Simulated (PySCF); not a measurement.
The dipole of `c1c(cccc1)/C=N\[H]` (phenylmethanimine) from its density and from atomic charges.

Coordinates (PBE0-D3(BJ)/def2-SVP, Å) and charges (e) from the PBE0/pcSseg-1 density (PySCF):

```json
{"atom": "N1", "x": "2.965", "y": "-0.590", "z": "-0.086", "Mulliken": "-0.3386", "IAO": "-0.4202", "Hirshfeld": "-0.2322", "ESP-fitted": "-0.7483"}
{"atom": "C2", "x": "2.130", "y": "0.352", "z": "0.079", "Mulliken": "+0.1518", "IAO": "+0.0399", "Hirshfeld": "+0.0419", "ESP-fitted": "+0.3716"}
{"atom": "C3", "x": "0.651", "y": "0.301", "z": "0.073", "Mulliken": "-0.2757", "IAO": "-0.0424", "Hirshfeld": "-0.0117", "ESP-fitted": "-0.0840"}
{"atom": "C4", "x": "-0.058", "y": "-0.889", "z": "-0.139", "Mulliken": "-0.0164", "IAO": "-0.1386", "Hirshfeld": "-0.0425", "ESP-fitted": "-0.0387"}
{"atom": "C5", "x": "-1.448", "y": "-0.895", "z": "-0.135", "Mulliken": "-0.0807", "IAO": "-0.1436", "Hirshfeld": "-0.0433", "ESP-fitted": "-0.1664"}
{"atom": "C6", "x": "-2.152", "y": "0.291", "z": "0.081", "Mulliken": "-0.0725", "IAO": "-0.1393", "Hirshfeld": "-0.0394", "ESP-fitted": "-0.1581"}
{"atom": "C7", "x": "-1.459", "y": "1.481", "z": "0.293", "Mulliken": "-0.0794", "IAO": "-0.1458", "Hirshfeld": "-0.0445", "ESP-fitted": "-0.0736"}
{"atom": "C8", "x": "-0.066", "y": "1.484", "z": "0.288", "Mulliken": "-0.0330", "IAO": "-0.1392", "Hirshfeld": "-0.0405", "ESP-fitted": "-0.2132"}
{"atom": "H9", "x": "2.484", "y": "-1.484", "z": "-0.240", "Mulliken": "+0.1583", "IAO": "+0.2322", "Hirshfeld": "+0.0988", "ESP-fitted": "+0.3853"}
{"atom": "H10", "x": "2.544", "y": "1.361", "z": "0.253", "Mulliken": "+0.1038", "IAO": "+0.1363", "Hirshfeld": "+0.0466", "ESP-fitted": "+0.0535"}
{"atom": "H11", "x": "0.483", "y": "-1.824", "z": "-0.309", "Mulliken": "+0.0888", "IAO": "+0.1432", "Hirshfeld": "+0.0503", "ESP-fitted": "+0.0852"}
{"atom": "H12", "x": "-1.989", "y": "-1.830", "z": "-0.301", "Mulliken": "+0.1007", "IAO": "+0.1553", "Hirshfeld": "+0.0545", "ESP-fitted": "+0.1522"}
{"atom": "H13", "x": "-3.245", "y": "0.285", "z": "0.084", "Mulliken": "+0.1028", "IAO": "+0.1555", "Hirshfeld": "+0.0547", "ESP-fitted": "+0.1501"}
{"atom": "H14", "x": "-2.006", "y": "2.412", "z": "0.462", "Mulliken": "+0.1028", "IAO": "+0.1555", "Hirshfeld": "+0.0543", "ESP-fitted": "+0.1322"}
{"atom": "H15", "x": "0.481", "y": "2.416", "z": "0.454", "Mulliken": "+0.0874", "IAO": "+0.1510", "Hirshfeld": "+0.0530", "ESP-fitted": "+0.1521"}
```

Question: Form Σ q r in debye for every column and set it beside the full dipole.

Answer: The full density gives (-3.01, 0.27, 0.06) D, 3.02 D in size; dipole vectors point from the negative to the positive end.

```csv
scheme,μx,μy,μz,size (D),share of the full size (%),angle to the full dipole (°)
Mulliken,-2.24,0.57,0.10,2.31,76,9
IAO,-2.45,0.56,0.11,2.52,83,8
Hirshfeld,-1.78,0.42,0.08,1.83,61,8
ESP-fitted,-3.00,0.26,0.05,3.01,100,0
```

Question: Which set comes closest?

Answer: Length of the difference vector: ESP-fitted 0.01 D, IAO 0.63 D, Mulliken 0.83 D, Hirshfeld 1.24 D. Closest: ESP-fitted. 

Question: What is left for the Hirshfeld atoms' own dipoles?

Answer: The shares of the density sum to the whole, so what Σ q r misses lies in dipoles about the nuclei. The atomic dipoles sum to (-3.01, 0.27, 0.06) − (-1.78, 0.42, 0.08) = (-1.23, -0.15, -0.02) D, 1.24 D in size.

Question: With the origin at the mean of the coordinates, (-0.046, 0.191, 0.057) Å, which are the largest single terms, by size, of the IAO dipole along the direction of the full one?

Answer: N1 +6.20, H9 -2.98, H13 +2.39, H10 -1.62, H14 +1.61 D; all 15 atoms together +2.49 D. The single terms depend on the origin, their sum doesn't.

Question: Give the size of the full dipole in other units.

Answer: 3.02 D = 1.189 au = 0.629 e·Å = 10.08 × 10⁻³⁰ C·m.

One conformer (not necessarily the lowest) at the PBE0-D3(BJ)/def2-SVP geometry, without solvent, vibrations or thermal averaging.

The run behind these numbers computed NMR shieldings as well. On an x86-64 server with one thread, on a shared host, this took 33 s of wall time.

Shape of the structure used: `[H]/[N:1]=[CH:2]\[c:3]1[cH:4][cH:5][cH:6][cH:7][cH:8]1`: N1–C2–C3–C4 0°.
